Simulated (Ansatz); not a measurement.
Program: Ansatz. Geometries: PBE0-D4/def2-TZVP. ΔE: electronic, gas phase. CBS: MP2 limit from def2 TZ/QZ plus the TZ coupled-cluster correction, frozen cores. Functionals use def2-TZVPP. B3LYP here is the variant with VWN-RPA as its local correlation; programs differ in this. Each species was taken in one conformer, which may not be the lowest.

`CCOB(O)O` + `O=Cc1ccc[nH]1` → `OB(O)c1ccc[nH]1` + `CCOC=O`  (formal exchange of groups at a B–O bond)

`CCOB(O)O`:

Cartesian coordinates in Å:
```
C 0.066 1.928 0.833
C -0.241 0.839 -0.162
O 0.210 -0.402 0.361
B 0.094 -1.544 -0.369
O -0.456 -1.520 -1.618
O 0.535 -2.730 0.155
H 1.140 1.991 1.018
H -0.276 2.894 0.453
H -0.435 1.736 1.784
H 0.252 1.035 -1.119
H -1.317 0.783 -0.357
H -0.473 -2.393 -2.017
H 0.899 -2.617 1.036
```

`O=Cc1ccc[nH]1`:

```xyz
12

O    -1.805    1.322   -1.780
C    -1.168    1.495   -0.761
C    -0.326    0.490   -0.167
C     0.463    0.505    0.972
C     1.072   -0.755    1.075
C     0.640   -1.504   -0.002
N    -0.197   -0.744   -0.737
H    -1.200    2.460   -0.218
H     0.575    1.343    1.644
H     1.751   -1.090    1.843
H     0.875   -2.518   -0.285
H    -0.677   -1.003   -1.583
```

`OB(O)c1ccc[nH]1`:

Z-matrix (Å, degrees):
```
B
O 1 1.368
C 1 1.538 2 124.2
O 1 1.368 2 118.2 3 180.0
H 2 0.959 1 113.3 3 0.0
C 3 1.386 1 132.8 2 0.0
N 3 1.372 1 121.3 2 -180.0
H 4 0.961 1 112.2 2 -0.0
C 6 1.408 3 108.4 1 -180.0
H 6 1.081 3 125.8 1 0.0
C 7 1.352 3 110.9 1 180.0
H 7 1.005 3 123.1 1 -0.0
H 9 1.079 6 127.3 3 -180.0
H 11 1.079 7 121.6 3 180.0
```

`CCOC=O`:

```xyz
11

C    -1.075   -0.679   -0.509
C     0.004   -0.596    0.542
O     0.299    0.769    0.883
C     1.171    1.398    0.101
O     1.734    0.936   -0.849
H    -1.327   -1.726   -0.695
H    -0.736   -0.240   -1.448
H    -1.978   -0.163   -0.181
H     0.922   -1.080    0.206
H    -0.318   -1.047    1.482
H     1.305    2.427    0.466
```

Q: Is it downhill or uphill in electronic energy at CCSD(T)/CBS, and by how much? (Best estimate.)

A: Computed: Uphill: ΔE = +67.7 kJ/mol.

Q: What do these levels give: PBE-D4, r2SCAN-D4, PBE0-D4, B3LYP-D4, ωB97X-V, PBE, r2SCAN, B3LYP, HF/def2-TZVPP, MP2/def2-TZVPP, SCS-MP2/def2-TZVPP, CCSD(T)/def2-TZVPP? (Estimate.)

A: The calculation gave: PBE-D4 62.0, r2SCAN-D4 67.8, PBE0-D4 65.8, B3LYP-D4 70.7, ωB97X-V 62.6, PBE 63.5, r2SCAN 68.2, B3LYP 73.0, HF/def2-TZVPP 79.0, MP2/def2-TZVPP 67.3, SCS-MP2/def2-TZVPP 69.2, CCSD(T)/def2-TZVPP 66.4 kJ/mol.

Largest T1 diagnostic among the species: 0.014.

In def2-TZVPP, CCSD(T) changes the Hartree–Fock value by −12.6 kJ/mol (the triples alone add −2.5 kJ/mol) and MP2 by −11.7 kJ/mol. From PBE to PBE0 (25 % exact exchange), in def2-TZVPP and without D4, ΔE moves by +3.6 kJ/mol.
